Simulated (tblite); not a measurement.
Record of a relaxation.

Compound: C4H6F2O2Si.
Numbering: `[O:1]=[C:2]1[CH2:3][O:4][C@@H:5]([SiH2:6][F:7])[C@@H:8]1[F:9]` (hydrogens: H10, H11 on C3; H12 on C5; H13, H14 on Si6; H15 on C8)

Computed with GFN2-xTB (tblite), gas phase: L-BFGS steps from a force-field or distance-geometry start until the largest atomic force falls under 0.01 eV/Å. 8 of its 65 geometries are shown.

Step 0: E = -843.2400 eV, largest atomic force 2.193 eV/Å
```
atom  x, y, z in Å  |  force x, y, z in eV/Å
O1     -2.009    1.787   -0.566    0.440  -0.572   0.176
C2     -1.354    0.863   -0.139   -1.606   1.348  -0.641
C3     -1.650   -0.593   -0.364    0.725  -0.181   0.677
O4     -0.676   -1.286    0.403    0.333   0.252  -0.150
C5      0.449   -0.399    0.658   -0.091  -0.124   0.014
Si6     1.900   -0.528   -0.562    0.875  -0.451   0.028
F7      1.351   -0.032   -1.988    0.042  -0.011  -0.007
C8     -0.130    1.015    0.734    0.480  -1.047  -0.250
F9     -0.458    1.279    2.026   -0.317   0.481   0.490
H10    -2.658   -0.850    0.003    0.330   0.011  -0.189
H11    -1.538   -0.844   -1.425   -0.178   0.031  -0.074
H12     0.848   -0.683    1.632   -0.208  -0.073   0.193
H13     2.401   -1.919   -0.665   -0.341   0.497  -0.107
H14     3.004    0.381   -0.139   -0.570  -0.242  -0.251
H15     0.515    1.815    0.370    0.088   0.080   0.092
```

Step 9: E = -843.4156 eV, largest atomic force 0.186 eV/Å
```
atom  x, y, z in Å  |  force x, y, z in eV/Å
O1     -2.035    1.793   -0.579    0.051  -0.015   0.048
C2     -1.383    0.892   -0.144    0.005  -0.044   0.035
C3     -1.597   -0.585   -0.353   -0.025  -0.074  -0.086
O4     -0.599   -1.285    0.338    0.031  -0.070   0.028
C5      0.466   -0.391    0.702    0.130  -0.078  -0.074
Si6     1.920   -0.566   -0.545    0.064   0.059  -0.013
F7      1.379   -0.055   -1.976   -0.043  -0.068   0.113
C8     -0.130    1.005    0.744    0.040   0.034   0.024
F9     -0.515    1.356    2.024   -0.010   0.018  -0.028
H10    -2.578   -0.897    0.018   -0.013   0.022   0.032
H11    -1.555   -0.807   -1.427   -0.003   0.022  -0.099
H12     0.788   -0.702    1.701   -0.066   0.073   0.009
H13     2.341   -1.946   -0.733   -0.137   0.124   0.024
H14     2.949    0.404   -0.189   -0.011  -0.068  -0.033
H15     0.545    1.792    0.398   -0.012   0.066   0.020
```

Step 18: E = -843.4312 eV, largest atomic force 0.097 eV/Å
```
atom  x, y, z in Å  |  force x, y, z in eV/Å
O1     -2.033    1.784   -0.558   -0.001  -0.023  -0.027
C2     -1.368    0.880   -0.148   -0.047   0.057   0.058
C3     -1.572   -0.594   -0.372   -0.010   0.003  -0.039
O4     -0.556   -1.293    0.293    0.023  -0.002   0.024
C5      0.480   -0.385    0.717    0.089   0.015  -0.036
Si6     1.926   -0.552   -0.530    0.007  -0.020  -0.018
F7      1.328   -0.072   -1.948   -0.010   0.029   0.075
C8     -0.123    1.005    0.745   -0.026   0.050   0.035
F9     -0.525    1.362    2.019   -0.013   0.004   0.004
H10    -2.547   -0.907    0.018   -0.009  -0.009   0.029
H11    -1.557   -0.800   -1.450    0.030  -0.024  -0.071
H12     0.759   -0.684    1.731    0.002  -0.017  -0.024
H13     2.262   -1.947   -0.733   -0.002   0.021   0.036
H14     2.981    0.403   -0.211   -0.037  -0.074  -0.048
H15     0.540    1.807    0.405    0.006  -0.011   0.002
```

Step 27: E = -843.4365 eV, largest atomic force 0.040 eV/Å
```
atom  x, y, z in Å  |  force x, y, z in eV/Å
O1     -2.042    1.778   -0.559    0.006  -0.011  -0.007
C2     -1.369    0.880   -0.148   -0.013   0.014   0.035
C3     -1.555   -0.595   -0.387   -0.005   0.003   0.005
O4     -0.531   -1.288    0.272    0.003   0.003   0.026
C5      0.488   -0.371    0.722    0.032   0.007   0.009
Si6     1.922   -0.557   -0.526    0.003   0.003  -0.013
F7      1.287   -0.052   -1.917    0.009  -0.001  -0.008
C8     -0.130    1.014    0.753    0.004   0.004   0.001
F9     -0.533    1.368    2.028   -0.019  -0.013  -0.020
H10    -2.523   -0.918    0.015   -0.024  -0.008  -0.019
H11    -1.542   -0.799   -1.465    0.007   0.004  -0.013
H12     0.757   -0.681    1.734   -0.003   0.004   0.023
H13     2.231   -1.960   -0.711   -0.009   0.007  -0.008
H14     3.004    0.372   -0.246    0.010  -0.017  -0.012
H15     0.531    1.818    0.414   -0.003   0.000   0.001
```

Step 37: E = -843.4384 eV, largest atomic force 0.033 eV/Å
```
atom  x, y, z in Å  |  force x, y, z in eV/Å
O1     -2.047    1.775   -0.559   -0.007  -0.010  -0.009
C2     -1.373    0.880   -0.144   -0.014   0.000   0.023
C3     -1.548   -0.597   -0.384    0.002   0.006  -0.014
O4     -0.531   -1.283    0.295   -0.006   0.011   0.004
C5      0.491   -0.361    0.728    0.007  -0.006   0.011
Si6     1.918   -0.558   -0.529   -0.005  -0.006  -0.015
F7      1.283   -0.044   -1.917   -0.008   0.005  -0.017
C8     -0.136    1.020    0.759    0.010  -0.007  -0.005
F9     -0.554    1.363    2.032    0.016   0.010  -0.016
H10    -2.522   -0.934   -0.010    0.005   0.010   0.000
H11    -1.509   -0.791   -1.464    0.017  -0.019  -0.021
H12     0.765   -0.664    1.741    0.021  -0.005   0.017
H13     2.205   -1.965   -0.719   -0.015  -0.019  -0.004
H14     3.031    0.340   -0.276   -0.013   0.010   0.023
H15     0.522    1.828    0.424   -0.009   0.019   0.023
```

Step 46: E = -843.4406 eV, largest atomic force 0.027 eV/Å
```
atom  x, y, z in Å  |  force x, y, z in eV/Å
O1     -2.058    1.764   -0.557    0.011  -0.001  -0.009
C2     -1.373    0.878   -0.142   -0.004   0.002   0.027
C3     -1.530   -0.601   -0.386   -0.002   0.013   0.001
O4     -0.534   -1.275    0.336   -0.010  -0.003  -0.008
C5      0.496   -0.347    0.736   -0.011  -0.016   0.004
Si6     1.903   -0.565   -0.541   -0.012   0.004   0.002
F7      1.277   -0.037   -1.928   -0.010   0.011   0.000
C8     -0.141    1.030    0.767    0.011  -0.010  -0.003
F9     -0.566    1.363    2.041   -0.004   0.000  -0.014
H10    -2.514   -0.943   -0.049    0.011  -0.009   0.002
H11    -1.448   -0.798   -1.465    0.015   0.002   0.001
H12     0.792   -0.643    1.745    0.008   0.006   0.006
H13     2.150   -1.979   -0.741   -0.004   0.006   0.004
H14     3.033    0.311   -0.281   -0.006   0.003   0.002
H15     0.509    1.849    0.444    0.007  -0.008  -0.015
```

Step 55: E = -843.4412 eV, largest atomic force 0.018 eV/Å
```
atom  x, y, z in Å  |  force x, y, z in eV/Å
O1     -2.054    1.763   -0.559   -0.001  -0.012  -0.007
C2     -1.371    0.877   -0.141   -0.002  -0.010   0.015
C3     -1.524   -0.603   -0.386    0.000   0.008   0.000
O4     -0.537   -1.276    0.350   -0.013   0.008  -0.004
C5      0.496   -0.348    0.741   -0.014  -0.006   0.004
Si6     1.893   -0.565   -0.545    0.000  -0.001   0.009
F7      1.265   -0.025   -1.927   -0.004   0.002   0.007
C8     -0.140    1.029    0.768    0.009   0.001   0.001
F9     -0.567    1.368    2.039    0.004   0.007   0.002
H10    -2.510   -0.953   -0.062    0.006   0.005  -0.016
H11    -1.422   -0.794   -1.464   -0.003  -0.014   0.008
H12     0.799   -0.638    1.749   -0.004  -0.005   0.001
H13     2.130   -1.979   -0.745    0.003  -0.002  -0.012
H14     3.025    0.307   -0.281    0.008   0.008  -0.006
H15     0.512    1.844    0.440    0.009   0.010  -0.003
```

Step 64: E = -843.4417 eV, largest atomic force 0.009 eV/Å
```
atom  x, y, z in Å  |  force x, y, z in eV/Å
O1     -2.051    1.759   -0.563    0.000  -0.002   0.003
C2     -1.369    0.874   -0.140    0.003  -0.001   0.003
C3     -1.520   -0.606   -0.386    0.004   0.004  -0.002
O4     -0.544   -1.277    0.365   -0.004   0.004   0.006
C5      0.493   -0.351    0.749   -0.001  -0.001  -0.002
Si6     1.887   -0.564   -0.543    0.003  -0.002  -0.005
F7      1.252   -0.013   -1.917   -0.006   0.002  -0.002
C8     -0.137    1.029    0.769    0.001  -0.003   0.002
F9     -0.558    1.379    2.038   -0.006   0.001   0.000
H10    -2.511   -0.956   -0.080    0.008   0.003   0.003
H11    -1.402   -0.798   -1.462   -0.002  -0.001  -0.004
H12     0.799   -0.640    1.756   -0.006   0.004   0.000
H13     2.121   -1.976   -0.759    0.005  -0.005  -0.004
H14     3.020    0.309   -0.285    0.004   0.001   0.005
H15     0.518    1.839    0.435   -0.003  -0.004  -0.004
```

**Question.** Summarise the path.

**Answer.** The energy falls by 4.65 kcal/mol from step 0 to step 64; nine tenths of that is first reached at step 12. It falls at every step. The largest force goes from 2.193 to 0.009 eV/Å. Among the bonds Si6–H14 changes most, from 1.491 to 1.453 Å; the atoms move by 0.140 Å rms after alignment.

**Question.** Follow the three bonds and two angles with the largest change from start to end.

**Answer.** 
```tsv
step	E above end (kcal/mol)	largest force (eV/Å)	Si6–H14 (Å)	Si6–H13 (Å)	C2–C8 (Å)	O4–C5–Si6 (°)	H13–Si6–H14 (°)
0	4.65	2.193	1.491	1.482	1.511	115.9	109.9
3	1.97	0.292	1.458	1.445	1.540	115.8	112.4
6	1.10	0.271	1.451	1.446	1.537	113.2	114.9
8	0.71	0.189	1.458	1.455	1.537	110.5	116.7
11	0.48	0.099	1.453	1.450	1.542	109.5	118.1
14	0.36	0.097	1.451	1.446	1.536	109.0	118.9
17	0.27	0.090	1.458	1.449	1.535	107.7	119.4
19	0.21	0.086	1.457	1.449	1.538	106.9	119.7
22	0.16	0.073	1.454	1.446	1.538	106.1	119.6
25	0.13	0.038	1.454	1.448	1.538	105.4	119.2
28	0.11	0.043	1.454	1.448	1.539	105.3	118.9
31	0.10	0.033	1.453	1.448	1.538	105.2	118.5
33	0.09	0.034	1.454	1.449	1.538	105.1	118.3
36	0.08	0.043	1.454	1.448	1.538	105.3	118.2
39	0.06	0.047	1.453	1.448	1.538	105.5	118.2
42	0.05	0.046	1.455	1.449	1.539	105.6	118.4
45	0.03	0.046	1.454	1.449	1.540	105.5	118.7
47	0.02	0.018	1.453	1.449	1.539	105.5	118.7
50	0.02	0.029	1.453	1.449	1.538	105.4	118.7
53	0.01	0.016	1.453	1.449	1.539	105.5	118.8
56	0.01	0.024	1.453	1.448	1.538	105.6	119.0
58	0.00	0.020	1.453	1.449	1.539	105.9	119.2
61	0.00	0.014	1.453	1.449	1.539	105.9	119.2
64	0.00	0.009	1.453	1.448	1.539	105.9	119.1
```

The cost below is that of the whole relaxation. Time: 0.74 s wall. Hardware: Arm Neoverse N1, one thread, shared host with 64 logical CPUs at a one-minute load of 60.
